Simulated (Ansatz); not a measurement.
Input:

```yaml
crystal:
  periodic: [false, false, false]
  atoms:
    - { symbol: Al, position_ang: [-0.395444, -0.484952, -0.504646] }
    - { symbol: Br, position_ang: [1.585896, -1.476915, -0.035145] }
    - { symbol: F, position_ang: [-0.567015, 0.283573, -1.963913] }
    - { symbol: F, position_ang: [-1.75899, -1.049688, 0.251229] }
    - { symbol: H, position_ang: [1.149966, 1.135939, 1.303185] }
    - { symbol: Cl, position_ang: [-0.014412, 1.592045, 0.949191] }
basis:
  gaussian: { orbitals: def2-SVP }
hamiltonian:
  xc: b3lyp
neb:
  order_check: false
  images: 7
  f_tol: 0.05
  max_iterations: 60
  spring: 0.1
  final_atoms:
    - { symbol: Al, position_ang: [-0.75908375, 0.03901578, -0.38488734] }
    - { symbol: Br, position_ang: [1.67449131, -0.96533885, 0.32141375] }
    - { symbol: F, position_ang: [-0.49934221, 0.12930427, -2.0201488] }
    - { symbol: F, position_ang: [-1.69191421, -1.20380924, 0.19380906] }
    - { symbol: H, position_ang: [1.87825506, 0.20179656, 1.13064612] }
    - { symbol: Cl, position_ang: [-0.60240521, 1.79903348, 0.75906823] }
  initial_path:
    images:
      - { positions_ang: [[-0.395444, -0.484952, -0.504646], [1.585896, -1.476915, -0.035145], [-0.567015, 0.283573, -1.963913], [-1.75899, -1.049688, 0.251229], [1.149966, 1.135939, 1.303185], [-0.014412, 1.592045, 0.949191]] }
      - { positions_ang: [[-0.46516083, -0.42359239, -0.50123288], [1.65555733, -1.40091285, 0.04360123], [-0.57236653, 0.26782092, -1.98760517], [-1.7819131, -1.07209048, 0.23869834], [1.18117369, 0.99707037, 1.23083075], [-0.01728957, 1.63170644, 0.97560874]] }
      - { positions_ang: [[-0.53487765, -0.36223279, -0.49781977], [1.72521866, -1.3249107, 0.12234745], [-0.57771805, 0.25206883, -2.01129735], [-1.8048362, -1.09449297, 0.22616768], [1.21238138, 0.85820173, 1.15847651], [-0.02016714, 1.67136789, 1.00202647]] }
      - { positions_ang: [[-0.60459448, -0.30087318, -0.49440665], [1.79487998, -1.24890855, 0.20109368], [-0.58306958, 0.23631675, -2.03498952], [-1.8277593, -1.11689545, 0.21363702], [1.24358907, 0.7193331, 1.08612226], [-0.0230447, 1.71102933, 1.02844421]] }
      - { positions_ang: [[-0.6743113, -0.23951357, -0.49099353], [1.86454131, -1.1729064, 0.2798399], [-0.58842111, 0.22056467, -2.05868169], [-1.8506824, -1.13929794, 0.20110637], [1.27479677, 0.58046447, 1.01376801], [-0.02592227, 1.75069077, 1.05486195]] }
      - { positions_ang: [[-0.69550441, -0.16988123, -0.46446698], [1.81702881, -1.12101451, 0.29023336], [-0.56615138, 0.19774957, -2.04904847], [-1.81099035, -1.15542576, 0.19928204], [1.42566134, 0.48579749, 1.04298754], [-0.17004301, 1.76277645, 0.98091352]] }
      - { positions_ang: [[-0.71669752, -0.1002489, -0.43794044], [1.76951631, -1.06912262, 0.30062682], [-0.54388166, 0.17493447, -2.03941525], [-1.7712983, -1.17155359, 0.19745771], [1.57652591, 0.39113051, 1.07220706], [-0.31416374, 1.77486213, 0.90696509]] }
      - { positions_ang: [[-0.73789063, -0.03061656, -0.41141389], [1.72200381, -1.01723073, 0.31102028], [-0.52161193, 0.15211937, -2.02978202], [-1.73160625, -1.18768141, 0.19563339], [1.72739049, 0.29646354, 1.10142659], [-0.45828447, 1.7869478, 0.83301666]] }
      - { positions_ang: [[-0.75908375, 0.03901578, -0.38488734], [1.67449131, -0.96533885, 0.32141375], [-0.49934221, 0.12930427, -2.0201488], [-1.69191421, -1.20380924, 0.19380906], [1.87825506, 0.20179656, 1.13064612], [-0.60240521, 1.79903348, 0.75906823]] }
```

Command:

```bash
$ ansatz run input.yaml --threads 2 --pin off --max-ram 3072MiB --backend cpu --events-out ev --progress --plain --runs-dir out
```

Hardware: 2 threads of Intel(R) Xeon(R) 6975P-C (Granite Rapids), with other jobs on the host.

Roughly how long does this run take, and how much memory?

96 s, with a peak of 0.26 GiB, for 9 band iterations.
